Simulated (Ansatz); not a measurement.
`N=C(N)[SiH2]N`, charge 0, multiplicity 1.

Give a relaxed structure at PBE0-D4/def2-TZVP (Ansatz 0.2.0). (An estimate is asked.)

The calculation gave: 
Z-matrix (Å, degrees):
```
Si
N 1 1.713
C 1 1.899 2 107.4
H 1 1.486 2 106.9 3 -118.9
H 1 1.494 2 115.8 3 120.7
H 2 1.007 1 121.5 3 -69.4
H 2 1.006 1 120.2 3 141.8
N 3 1.363 1 117.9 2 158.8
N 3 1.278 1 121.9 2 -20.4
H 8 1.002 3 121.0 1 11.0
H 8 1.008 3 117.9 1 170.5
H 9 1.017 3 109.9 1 0.9
```
This is one stationary point; other conformers may exist.
